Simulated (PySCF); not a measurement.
Compound: C5H9NOSi.
Cartesian coordinates in Å at the GFN2-xTB level; atoms count from 1:
```xyz
17
C5H9NOSi angstrom
C     -2.3335    0.5317    0.7150
C     -2.0131   -0.2418   -0.5346
O     -2.8732   -0.7105   -1.2452
Si    -0.1585   -0.4971   -0.9748
C      0.8771   -1.4635    0.2570
C      1.9031   -0.7237    0.6561
C      1.9837    0.6645    0.1101
N      0.7510    0.9166   -0.6028
H     -1.8676    0.0329    1.5627
H     -1.8929    1.5230    0.6345
H     -3.4075    0.6094    0.8698
H     -0.0986   -1.0298   -2.3424
H      0.7348   -2.4779    0.5879
H      2.6773   -1.0456    1.3374
H      2.8634    0.7490   -0.5449
H      2.1087    1.3943    0.9207
H      0.7388    1.7806   -1.1177
```

Computed with TDDFT wB97X-D/def2-SVPD, vertical, gas phase, core orbitals frozen in the response in PySCF 2.14.0, density-fitted response routines.

Frontier orbitals with the atoms that hold most of them (Löwdin shares over 4%, at most four atoms; ? is withheld):

| orbital | ε (eV) | atoms |
| --- | --- | --- |
| LUMO+2 | 2.10 | Si4 19%, C7 13%, C6 10%, H17 9% |
| LUMO+1 | 1.57 | C6 31%, C5 28%, Si4 11%, C7 5% |
| LUMO | 0.65 | ? |
| HOMO | ? | ? |
| HOMO-1 | -9.27 | N8 43%, O3 16%, C7 9%, Si4 9% |
| HOMO-2 | -9.83 | C5 37%, C6 33%, C7 7%, N8 5% |
| HOMO-3 | -11.00 | C5 31%, Si4 21%, C6 11%, H12 8% |

Task: Give the leading atoms of the HOMO.

Result: O3 (bonded to C) 35%; N8 (bonded to C, Si and H) 15%; C2 (bonded to C, O and Si) 15%; Si4 (bonded to 2 C, N and H) 11%.

Task: Give the leading atoms of the LUMO.

Result: C2 (bonded to C, O and Si) 33%; O3 (bonded to C) 29%; Si4 (bonded to 2 C, N and H) 13%; C1 (bonded to C and 3 H) 6%. By element: carbon 39% or more, oxygen 29%, silicon 13%.

Task: What is the HOMO energy, and the HOMO–LUMO gap?

Result: ε(HOMO) = -8.28 eV; the gap is 8.93 eV (0.3283 hartree).

Task: The HOMO–LUMO gap is 8.93 eV. Where does the response calculation put the lowest singlet, and from which orbitals?

Result: S1 is at 3.35 eV (f = 0.0013), 5.58 eV below the gap, made of HOMO→LUMO (82%), HOMO-1→LUMO (10%). 

Task: Give energy, strength and leading configuration of S1, S2 and S3, and follow the Löwdin shares of the leading atoms from the occupied to the empty orbital.

Result: 
- S1 (3.35 eV, f 0.0013), HOMO→LUMO (82%): O3 35% → 29%, N8 15% → at most 7%, C2 15% → 33%
- S2 (5.44 eV, f 0.0084), HOMO-1→LUMO (78%): N8 43% → at most 7%, O3 16% → 29%, C2 at most 9% → 33%
- S3 (5.80 eV, f 0.041), HOMO→LUMO+1 (76%): O3 35% → at most 5%, N8 15% → at most 5%, C6 at most 11% → 31%, C5 at most 11% → 28%

Hardware: an Arm Neoverse N1 with one thread, no GPU, shared host with 64 logical CPUs at a one-minute load of 60. Cost: 1.9 min, 1.1 GiB resident at most.

One conformer stands for the species.
